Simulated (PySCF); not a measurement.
Ligand exchange on a metal centre used in film growth or etching (Nb Cl-NH2). Gas-phase values, no solvent. One relaxed conformer stands for each flexible species; it need not be the lowest.

Computed with B3LYP-D3(BJ)/def2-TZVP // r2SCAN-D4/def2-SVP (PySCF). B3LYP has the VWN-RPA correlation part, as in Gaussian. 

```
species                                     charge on the central atom (Mulliken) (e)  HOMO (eV)  mean distance from the central atom to its bonded neighbours (Å)  HOMO–LUMO gap (eV)
------------------------------------------  -----------------------------------------  ---------  ----------------------------------------------------------------  ------------------
1 of 5 Cl replaced by NH2 ([Nb(Cl)4(NH2)])                                       1.37      -8.50                                                             2.244                4.27
2 of 5 Cl replaced by NH2                                                        1.46      -8.09                                                             2.192                4.48
3 of 5 Cl replaced by NH2                                                        1.63      -7.30                                                             2.132                4.17
4 of 5 Cl replaced by NH2 ([Nb(Cl)(NH2)4])                                       1.71      -6.88                                                             2.075                4.93
5 of 5 Cl replaced by NH2 ([Nb(NH2)5])                                           1.86      -6.19                                                             2.012                5.04
```
